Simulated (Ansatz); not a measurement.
CH8AsNSi (`NC([SiH3])[AsH2]`), relaxed with RKS PBE-D4/def2-SVP in Ansatz 0.2.0 from a rough embedded geometry. The force threshold is 0.03 eV/Å; the program also tests the step.

Total charge 0; spin multiplicity 1.

Start:

```xyz
12

N    -0.722    0.801    1.232
C    -0.011    0.595    0.054
Si   -0.618   -0.982   -0.781
As    1.908    0.487    0.399
H    -1.767    0.978    1.022
H    -0.421    1.681    1.742
H    -0.164    1.475   -0.656
H    -0.427   -2.100    0.042
H    -2.024   -0.786   -1.111
H     0.161   -1.139   -2.049
H     2.299   -0.052   -0.946
H     1.787   -0.958    1.054
```

| step | energy (eV) | largest force (eV/Å) | largest move (Å) |
| --- | --- | --- | --- |
| 1 | -71346.6722 | 3.431 | 0.000 |
| 2 | -71347.0544 | 1.329 | 0.133 |
| 3 | -71347.0981 | 0.442 | 0.094 |
| 4 | -71347.1076 | 0.083 | 0.027 |
| 5 | -71347.1103 | 0.030 | 0.022 |
| 6 | -71347.1137 | 0.049 | 0.071 |
| 7 | -71347.1157 | 0.029 | 0.061 |
| 8 | -71347.1165 | 0.040 | 0.080 |
| 9 | -71347.1168 | 0.052 | 0.017 |
| 10 | -71347.1169 | 0.023 | 0.006 |

End:

```xyz
12

N    -0.770    0.876    1.260
C    -0.018    0.612    0.036
Si   -0.651   -0.973   -0.802
As    1.922    0.428    0.564
H    -1.775    0.964    1.061
H    -0.481    1.767    1.687
H    -0.016    1.434   -0.729
H    -0.437   -2.164    0.089
H    -2.133   -0.846   -1.077
H     0.061   -1.177   -2.112
H     2.430    0.157   -0.867
H     1.869   -1.078    0.889
```

It took 16 s on 4 threads of an Arm Neoverse V1 on a shared host, with 0.18 GiB of host memory at the peak.
